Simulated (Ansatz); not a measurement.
The cluster ZrAg4⁺. Total charge 1; doublet. Geometry r2SCAN-D4/def2-SVP; atoms count from 1.

```csv
atom,x (Å),y (Å),z (Å)
Zr1,0.957,-0.960,0.024
Ag2,-0.996,1.014,-0.025
Ag3,-0.061,-0.033,2.383
Ag4,1.514,1.445,-1.149
Ag5,-1.414,-1.466,-1.232
```

In the def2 sets Ag, Zr take a core potential; there is no spin–orbit coupling. Another isomer (doublet) lies 0.29 eV lower at PBE0-D4/def2-TZVP; other spin states weren't run for this one.

Question: Estimate the Mulliken populations from the PBE0/def2-TZVP orbitals of Ansatz.

Answer: 
```json
{"atom": "Zr1", "charge (e)": "1.08", "spin (α − β)": "1.06", "d electrons": "2.39"}
{"atom": "Ag2", "charge (e)": "0.52", "spin (α − β)": "0.04", "d electrons": "9.88"}
{"atom": "Ag3", "charge (e)": "-0.20", "spin (α − β)": "-0.03", "d electrons": "9.85"}
{"atom": "Ag4", "charge (e)": "-0.20", "spin (α − β)": "-0.03", "d electrons": "9.85"}
{"atom": "Ag5", "charge (e)": "-0.20", "spin (α − β)": "-0.03", "d electrons": "9.85"}
```
Mulliken values depend strongly on the basis.

Question: Where does the spin sit?

Answer: Summed by element: Zr 1.06, Ag -0.06, of 1 unpaired in all. Largest on single atoms: Zr1 1.06, Ag2 0.04, Ag5 -0.03.

Question: And the Mayer bond orders between heavy atoms (over 0.3)?

Answer: Zr1–Ag2 0.40 (2.78 Å); Zr1–Ag3 0.89 (2.73 Å); Zr1–Ag4 0.89 (2.73 Å); Zr1–Ag5 0.89 (2.73 Å).
